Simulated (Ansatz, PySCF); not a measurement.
Dimer: H2O (SMILES O) (first 3 atoms) with CH2O (SMILES C=O); geometry from B3LYP-D3(BJ)/def2-TZVP.
(charge 0, multiplicity 1):
```xyz
7

O      0.27470    -0.11455     0.53960
H     -0.46270    -0.44100     1.07826
H     -0.04262    -0.11150    -0.36776
C     -0.34638    -0.33623     3.58627
O     -1.22531    -0.76033     2.88087
H      0.57382     0.10125     3.16370
H     -0.42889    -0.36940     4.68735
```

Counterpoise-corrected where a basis set is named; no monomer relaxation. Rows marked so take none.

Rows in 3-21G, 6-311+G**, 6-31G* carry no dispersion term and start afresh at each structure (6-31G* with six Cartesian d functions).

Run with Ansatz (a program for electronic structure); PySCF for 3-21G rows, 6-311+G** rows, 6-31G* rows, the dispersion terms. 

Q: One of these levels gives -8.34 kcal/mol for the interaction energy. Name it.
(A) B3LYP/6-311+G** (no counterpoise)
(B) B3LYP/6-31G* (no counterpoise)
(C) B3LYP-D4/def2-TZVPPD
(D) HF/3-21G (no counterpoise)

A: D, HF/3-21G (no counterpoise). The others give -6.32 (B3LYP/6-31G* (no counterpoise)), -4.86 (B3LYP/6-311+G** (no counterpoise)), -5.30 (B3LYP-D4/def2-TZVPPD)
